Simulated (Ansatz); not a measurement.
A short molecular-dynamics run on `Cl[Si](Cl)(Cl)[SnH]([Si](Cl)(Cl)Cl)[Si](Cl)(Cl)Cl`.

```yaml
crystal:
  periodic: [false, false, false]
  atoms:
    - {symbol: Cl, position_ang: [-0.962293, 2.870973, 2.333776]}
    - {symbol: Si, position_ang: [-0.682506, 0.860666, 2.126428]}
    - {symbol: Cl, position_ang: [0.216277, 0.148451, 3.813896]}
    - {symbol: Cl, position_ang: [-2.504498, -0.032241, 1.934950]}
    - {symbol: Sn, position_ang: [0.743957, 0.356045, 0.062579]}
    - {symbol: Si, position_ang: [-0.514609, 1.208484, -1.996157]}
    - {symbol: Cl, position_ang: [-2.338083, 0.305042, -2.107222]}
    - {symbol: Cl, position_ang: [-0.794605, 3.226308, -1.883630]}
    - {symbol: Cl, position_ang: [0.524535, 0.786947, -3.700592]}
    - {symbol: Si, position_ang: [0.966461, -2.185078, -0.142636]}
    - {symbol: Cl, position_ang: [2.037765, -2.681630, -1.806479]}
    - {symbol: Cl, position_ang: [-0.884780, -3.025063, -0.287588]}
    - {symbol: Cl, position_ang: [1.905565, -2.959927, 1.494517]}
    - {symbol: H, position_ang: [2.274012, 1.091826, 0.186959]}
basis:
  gaussian: {orbitals: def2-SVP}
hamiltonian: {xc: {name: PBE}, dispersion: d4}
md: {timestep: 2 fs, n_steps: 50, ensemble: nvt_langevin, temperature: 1000, initial_velocities: maxwell_boltzmann, friction: 0.01, seed: 428}
```

```sh
$ ansatz run in.yaml --threads 11 --pin off --events-out ev --progress --plain --max-ram 174080MiB --backend cuda --devices 0, --max-vram 75GiB
```

| step | time (fs) | potential energy (eV) | kinetic (eV) | T (K) | conserved (eV) |
| --- | --- | --- | --- | --- | --- |
| 0 | 0.0 | -142097.6684 | 1.6804 | 929 | – |
| 1 | 2.0 | -142097.6317 | 1.7683 | 977 | – |
| 2 | 4.0 | -142097.5754 | 1.5820 | 874 | – |
| 3 | 6.0 | -142097.5173 | 1.4710 | 813 | – |
| 4 | 8.0 | -142097.4672 | 1.3318 | 736 | – |
| 5 | 10.0 | -142097.4392 | 1.3785 | 762 | – |
| 6 | 12.0 | -142097.4315 | 1.4871 | 822 | – |
| 7 | 14.0 | -142097.4309 | 1.4556 | 804 | – |
| 8 | 16.0 | -142097.4290 | 1.4544 | 804 | – |
| 9 | 18.0 | -142097.4379 | 1.4256 | 788 | – |
| 10 | 20.0 | -142097.4565 | 1.4294 | 790 | – |
| 11 | 22.0 | -142097.4741 | 1.3031 | 720 | – |
| 12 | 24.0 | -142097.4437 | 1.2786 | 707 | – |
| 13 | 26.0 | -142097.3365 | 1.4201 | 785 | – |
| 14 | 28.0 | -142097.2793 | 1.4658 | 810 | – |
| 15 | 30.0 | -142097.2949 | 1.4216 | 786 | – |
| 16 | 32.0 | -142097.2619 | 1.3063 | 722 | – |
| 17 | 34.0 | -142097.1502 | 1.2264 | 678 | – |
| 18 | 36.0 | -142097.0473 | 1.2452 | 688 | – |
| 19 | 38.0 | -142097.0153 | 1.2841 | 710 | – |
| 20 | 40.0 | -142097.0432 | 1.2428 | 687 | – |
| 21 | 42.0 | -142097.0325 | 1.2463 | 689 | – |
| 22 | 44.0 | -142096.9372 | 1.1445 | 632 | – |
| 23 | 46.0 | -142096.9174 | 1.2160 | 672 | – |
| 24 | 48.0 | -142096.9966 | 1.5027 | 830 | – |
| 25 | 50.0 | -142097.0111 | 1.3997 | 773 | – |
| 26 | 52.0 | -142096.9356 | 1.3751 | 760 | – |
| 27 | 54.0 | -142096.8998 | 1.4817 | 819 | – |
| 28 | 56.0 | -142096.9618 | 1.5365 | 849 | – |
| 29 | 58.0 | -142097.0543 | 1.5989 | 884 | – |
| 30 | 60.0 | -142097.0420 | 1.7257 | 954 | – |
| 31 | 62.0 | -142096.9412 | 1.6701 | 923 | – |
| 32 | 64.0 | -142096.9405 | 1.8319 | 1012 | – |
| 33 | 66.0 | -142096.9706 | 1.9080 | 1054 | – |
| 34 | 68.0 | -142096.8640 | 1.8251 | 1009 | – |
| 35 | 70.0 | -142096.7073 | 1.4658 | 810 | – |
| 36 | 72.0 | -142096.6412 | 1.4726 | 814 | – |
| 37 | 74.0 | -142096.6798 | 1.4905 | 824 | – |
| 38 | 76.0 | -142096.7635 | 1.6720 | 924 | – |
| 39 | 78.0 | -142096.7869 | 1.6706 | 923 | – |
| 40 | 80.0 | -142096.7203 | 1.5940 | 881 | – |
| 41 | 82.0 | -142096.7372 | 1.6723 | 924 | – |
| 42 | 84.0 | -142096.8252 | 1.6606 | 918 | – |
| 43 | 86.0 | -142096.8358 | 1.6154 | 893 | – |
| 44 | 88.0 | -142096.7749 | 1.5060 | 832 | – |
| 45 | 90.0 | -142096.7369 | 1.4208 | 785 | – |
| 46 | 92.0 | -142096.7515 | 1.5580 | 861 | – |
| 47 | 94.0 | -142096.7957 | 1.6281 | 900 | – |
| 48 | 96.0 | -142096.7918 | 1.8187 | 1005 | – |
| 49 | 98.0 | -142096.7151 | 1.5739 | 870 | – |
| 50 | 100.0 | -142096.7100 | 1.4312 | 791 | – |

Velocities are drawn at the set temperature; a run this short doesn't reach equilibrium.

Frames (Å, forces in eV/Å):

```xyz
14
time=0.0 fs
Cl   -0.962    2.871    2.334   -0.085    0.670    0.048
Si   -0.683    0.861    2.126    0.298   -0.093   -0.408
Cl    0.216    0.148    3.814    0.313   -0.248    0.547
Cl   -2.504   -0.032    1.935   -0.589   -0.307   -0.097
Sn    0.744    0.356    0.063   -0.179   -0.086   -0.014
Si   -0.515    1.208   -1.996    0.264   -0.162    0.410
Cl   -2.338    0.305   -2.107   -0.592   -0.317   -0.005
Cl   -0.795    3.226   -1.884   -0.086    0.669    0.059
Cl    0.525    0.787   -3.701    0.359   -0.154   -0.554
Si    0.966   -2.185   -0.143   -0.030    0.511    0.042
Cl    2.038   -2.682   -1.806    0.354   -0.143   -0.560
Cl   -0.885   -3.025   -0.288   -0.625   -0.242   -0.045
Cl    1.906   -2.960    1.495    0.310   -0.237    0.554
H     2.274    1.092    0.187    0.288    0.138    0.023
14
time=8.0 fs
Cl   -0.986    2.907    2.350    0.061   -0.180   -0.171
Si   -0.642    0.857    2.104   -0.987    0.886   -0.692
Cl    0.208    0.210    3.789    0.818   -0.608    1.372
Cl   -2.490   -0.067    1.956   -0.067   -0.055   -0.144
Sn    0.748    0.361    0.058    0.292   -0.427   -0.394
Si   -0.535    1.210   -1.983   -0.200   -0.527    0.716
Cl   -2.375    0.298   -2.053   -0.359   -0.188   -0.003
Cl   -0.841    3.214   -1.887   -0.056    0.864   -0.020
Cl    0.480    0.701   -3.662    0.498   -0.147   -0.835
Si    1.021   -2.237   -0.176   -0.504    1.952   -0.842
Cl    2.110   -2.686   -1.835    0.306   -0.243   -0.616
Cl   -0.871   -2.939   -0.287   -0.929   -0.515   -0.192
Cl    1.898   -2.983    1.428    0.997   -0.884    1.728
H     2.269    1.160    0.079    0.129    0.073    0.092
14
time=16.0 fs
Cl   -0.991    2.916    2.367    0.037   -0.247   -0.330
Si   -0.635    0.870    2.073   -1.260    0.614    0.058
Cl    0.212    0.267    3.801    0.680   -0.516    0.932
Cl   -2.497   -0.099    1.981    0.376    0.193   -0.203
Sn    0.763    0.375    0.039    1.346   -0.205   -0.255
Si   -0.550    1.180   -1.963   -0.576    0.187    0.604
Cl   -2.419    0.319   -1.992   -0.246   -0.230   -0.001
Cl   -0.880    3.210   -1.894    0.106    0.352   -0.056
Cl    0.454    0.634   -3.629    0.508   -0.192   -0.955
Si    1.045   -2.244   -0.227   -0.616    1.771   -0.517
Cl    2.199   -2.681   -1.863    0.019   -0.223   -0.351
Cl   -0.913   -2.854   -0.310   -0.298   -0.387   -0.278
Cl    1.880   -3.017    1.410    0.723   -0.731    1.281
H     2.362    1.226    0.061   -0.798   -0.386    0.069
14
time=24.0 fs
Cl   -0.986    2.911    2.380   -0.134    0.144   -0.390
Si   -0.674    0.891    2.045   -0.414   -0.224    0.998
Cl    0.209    0.305    3.835    0.247   -0.237   -0.071
Cl   -2.501   -0.133    2.016    0.301    0.268   -0.272
Sn    0.787    0.390    0.022   -0.104   -0.918    0.038
Si   -0.569    1.149   -1.951   -0.455    0.724    0.553
Cl   -2.448    0.349   -1.918   -0.442   -0.405   -0.027
Cl   -0.909    3.199   -1.884    0.231    0.064   -0.105
Cl    0.426    0.572   -3.613    0.426   -0.197   -0.977
Si    1.062   -2.219   -0.290   -0.711    1.016    0.848
Cl    2.272   -2.660   -1.882   -0.052   -0.249   -0.374
Cl   -0.959   -2.781   -0.337    0.427   -0.239   -0.354
Cl    1.870   -3.064    1.411    0.108   -0.137    0.051
H     2.287    1.135    0.093    0.572    0.392    0.083
14
time=32.0 fs
Cl   -0.995    2.923    2.371   -0.267    0.459   -0.396
Si   -0.718    0.923    2.017    0.515   -0.879    1.658
Cl    0.210    0.337    3.863   -0.086    0.023   -0.818
Cl   -2.481   -0.167    2.049   -0.053    0.219   -0.319
Sn    0.813    0.397    0.010    0.478   -0.194    0.580
Si   -0.580    1.135   -1.923    0.093    0.525   -0.117
Cl   -2.457    0.384   -1.831   -0.753   -0.676   -0.011
Cl   -0.945    3.159   -1.884    0.299    0.485   -0.132
Cl    0.417    0.497   -3.600    0.079   -0.035   -0.515
Si    1.065   -2.163   -0.345   -0.773   -0.141    1.737
Cl    2.304   -2.654   -1.897   -0.113   -0.177   -0.388
Cl   -1.009   -2.722   -0.374    1.068    0.011   -0.381
Cl    1.857   -3.111    1.399   -0.309    0.420   -0.800
H     2.330    1.209    0.259   -0.177   -0.040   -0.098
14
time=40.0 fs
Cl   -1.000    2.942    2.349   -0.361    0.712   -0.319
Si   -0.753    0.951    2.016    1.063   -1.433    1.693
Cl    0.208    0.352    3.887   -0.257    0.196   -1.127
Cl   -2.471   -0.195    2.076   -0.207    0.247   -0.310
Sn    0.840    0.403    0.009    0.533    0.384    1.069
Si   -0.585    1.109   -1.909   -0.165    0.087   -0.363
Cl   -2.503    0.398   -1.746   -0.233   -0.557   -0.080
Cl   -0.961    3.119   -1.880    0.339    0.728   -0.207
Cl    0.423    0.407   -3.584   -0.219    0.111   -0.208
Si    1.064   -2.125   -0.358   -0.621   -0.915    1.559
Cl    2.328   -2.635   -1.917   -0.396   -0.022   -0.051
Cl   -1.049   -2.667   -0.420    1.459    0.151   -0.330
Cl    1.837   -3.155    1.379   -0.444    0.647   -1.032
H     2.321    1.311    0.387   -0.490   -0.336   -0.295
14
time=48.0 fs
Cl   -1.002    2.968    2.328   -0.360    0.187   -0.336
Si   -0.785    0.938    2.035    1.541   -0.791    1.225
Cl    0.207    0.363    3.877   -0.259    0.163   -0.921
Cl   -2.467   -0.225    2.081   -0.520    0.101   -0.225
Sn    0.867    0.402    0.011   -0.892    0.174    1.070
Si   -0.594    1.087   -1.886   -0.659   -0.511   -0.426
Cl   -2.558    0.389   -1.652    0.422   -0.299   -0.229
Cl   -0.978    3.087   -1.868    0.339    0.872   -0.281
Cl    0.425    0.323   -3.559   -0.470    0.286    0.034
Si    1.040   -2.090   -0.328   -0.075   -1.429    0.625
Cl    2.329   -2.615   -1.928   -0.796    0.188    0.486
Cl   -1.065   -2.606   -0.472    1.471    0.147   -0.187
Cl    1.812   -3.171    1.354   -0.451    0.619   -0.835
H     2.130    1.448    0.323    0.709    0.290    0.002
14
time=56.0 fs
Cl   -1.006    3.008    2.287   -0.322   -0.614   -0.313
Si   -0.797    0.915    2.072    1.461    0.288    0.394
Cl    0.187    0.376    3.851   -0.035   -0.012   -0.214
Cl   -2.472   -0.257    2.055   -0.518    0.094   -0.148
Sn    0.878    0.396    0.023    0.598    1.460    1.429
Si   -0.622    1.059   -1.848   -0.674   -0.739   -0.708
Cl   -2.613    0.381   -1.568    0.717   -0.178   -0.317
Cl   -0.989    3.061   -1.849    0.317    0.856   -0.339
Cl    0.426    0.238   -3.522   -0.759    0.495    0.352
Si    0.997   -2.085   -0.275    0.607   -1.147   -0.703
Cl    2.306   -2.592   -1.932   -1.034    0.285    0.898
Cl   -1.051   -2.560   -0.539    0.881   -0.073   -0.045
Cl    1.778   -3.162    1.325   -0.247    0.167   -0.129
H     2.359    1.497    0.196   -0.992   -0.881   -0.157
14
time=64.0 fs
Cl   -1.021    3.036    2.220   -0.234   -0.989   -0.191
Si   -0.761    0.914    2.107    0.493    0.483   -0.501
Cl    0.169    0.405    3.861    0.249   -0.150    0.506
Cl   -2.468   -0.293    2.027    0.214    0.521   -0.075
Sn    0.894    0.389    0.043   -1.799   -0.469    1.180
Si   -0.657    1.018   -1.813   -0.488   -0.402   -0.328
Cl   -2.643    0.390   -1.478    0.497   -0.243   -0.432
Cl   -0.986    3.048   -1.833    0.350    0.508   -0.394
Cl    0.424    0.174   -3.456   -0.819    0.497    0.207
Si    0.959   -2.111   -0.251    1.437   -0.057   -1.149
Cl    2.264   -2.593   -1.917   -0.904    0.221    0.842
Cl   -1.004   -2.519   -0.613   -0.426   -0.557   -0.117
Cl    1.751   -3.163    1.310   -0.057   -0.292    0.454
H     2.243    1.238   -0.201    1.486    0.929   -0.003
14
time=72.0 fs
Cl   -1.032    3.035    2.168   -0.179   -0.912   -0.076
Si   -0.712    0.932    2.137   -0.274    0.297   -0.930
Cl    0.158    0.433    3.895    0.393   -0.209    0.897
Cl   -2.450   -0.309    1.996    0.774    0.814    0.033
Sn    0.910    0.380    0.073    0.963    1.028    0.140
Si   -0.682    0.973   -1.777   -0.364    0.494   -0.010
Cl   -2.662    0.397   -1.376    0.315   -0.272   -0.550
Cl   -0.980    3.053   -1.830    0.397   -0.214   -0.394
Cl    0.418    0.125   -3.384   -0.815    0.396   -0.034
Si    0.943   -2.122   -0.254    2.337    0.583   -0.986
Cl    2.216   -2.616   -1.883   -0.528    0.144    0.386
Cl   -0.956   -2.463   -0.683   -1.861   -0.908   -0.341
Cl    1.725   -3.175    1.275    0.088   -0.646    0.984
H     2.480    1.252   -0.566   -1.246   -0.596    0.882
14
time=80.0 fs
Cl   -1.029    3.010    2.115   -0.276   -0.159    0.038
Si   -0.679    0.966    2.161   -0.287   -0.694   -1.265
Cl    0.159    0.447    3.922    0.399   -0.142    1.015
Cl   -2.405   -0.310    1.973    0.847    0.902    0.168
Sn    0.925    0.377    0.116   -1.760   -0.212    1.100
Si   -0.712    0.948   -1.736   -0.193    0.627    0.456
Cl   -2.676    0.391   -1.291    0.120   -0.217   -0.662
Cl   -0.970    3.042   -1.844    0.346   -0.362   -0.367
Cl    0.397    0.090   -3.311   -0.712    0.290   -0.332
Si    0.967   -2.096   -0.261    1.310    0.537   -0.402
Cl    2.154   -2.632   -1.850    0.270   -0.030   -0.487
Cl   -0.932   -2.416   -0.766   -1.633   -0.866   -0.195
Cl    1.715   -3.196    1.250    0.067   -0.678    1.118
H     2.163    1.234   -0.464    1.502    1.006   -0.187
14
time=88.0 fs
Cl   -1.018    2.974    2.066   -0.402    0.529    0.054
Si   -0.667    0.973    2.154    0.397   -1.355   -0.345
Cl    0.180    0.457    3.964    0.014    0.092    0.294
Cl   -2.347   -0.297    1.932    0.489    0.633    0.279
Sn    0.940    0.386    0.163    0.178    1.922    0.102
Si   -0.746    0.936   -1.688   -0.026    0.689    0.605
Cl   -2.712    0.398   -1.232    0.124   -0.165   -0.722
Cl   -0.969    3.025   -1.873    0.279   -0.365   -0.293
Cl    0.373    0.076   -3.239   -0.631    0.183   -0.541
Si    1.018   -2.050   -0.261   -0.271   -0.249    0.306
Cl    2.101   -2.635   -1.829    1.153   -0.292   -1.452
Cl   -0.917   -2.405   -0.852   -0.546   -0.449    0.296
Cl    1.719   -3.227    1.244   -0.118   -0.316    0.804
H     2.230    1.575   -0.391   -0.639   -0.857    0.613
14
time=96.0 fs
Cl   -1.007    2.932    2.031   -0.457    0.942    0.040
Si   -0.658    0.950    2.144    1.366   -1.367    0.738
Cl    0.195    0.457    4.028   -0.343    0.284   -0.504
Cl   -2.288   -0.270    1.902   -0.317    0.009    0.273
Sn    0.958    0.413    0.206   -0.922    1.044    0.442
Si   -0.781    0.943   -1.632   -0.125    0.604    0.552
Cl   -2.765    0.392   -1.212    0.409    0.003   -0.726
Cl   -0.960    3.023   -1.917    0.176   -0.393   -0.150
Cl    0.336    0.083   -3.172   -0.522    0.086   -0.648
Si    1.077   -2.006   -0.252   -1.327   -1.052    0.657
Cl    2.082   -2.645   -1.828    1.499   -0.380   -1.710
Cl   -0.909   -2.410   -0.922    0.406   -0.060    0.760
Cl    1.728   -3.260    1.269   -0.314    0.227    0.225
H     2.099    1.624   -0.107    0.472    0.053    0.049
14
time=100.0 fs
Cl   -1.006    2.920    2.018   -0.379    0.616    0.054
Si   -0.647    0.921    2.149    1.797   -0.567    1.068
Cl    0.202    0.459    4.054   -0.401    0.285   -0.645
Cl   -2.251   -0.265    1.895   -0.920   -0.460    0.212
Sn    0.968    0.434    0.230   -1.655    0.103    0.456
Si   -0.797    0.954   -1.603   -0.244    0.511    0.544
Cl   -2.795    0.388   -1.205    0.618    0.102   -0.701
Cl   -0.959    3.023   -1.938    0.125   -0.359   -0.090
Cl    0.307    0.083   -3.138   -0.449    0.036   -0.703
Si    1.099   -1.989   -0.246   -1.479   -1.290    0.413
Cl    2.079   -2.656   -1.841    1.400   -0.285   -1.439
Cl   -0.904   -2.412   -0.947    0.652    0.073    0.909
Cl    1.721   -3.266    1.282   -0.322    0.360    0.076
H     2.072    1.601    0.018    1.259    0.874   -0.153
```

Hardware: 11 threads of an AMD EPYC 7R13 on a shared host and a whole NVIDIA H100 80 GB. Wall time 53 s, peak host memory 1.4 GiB.
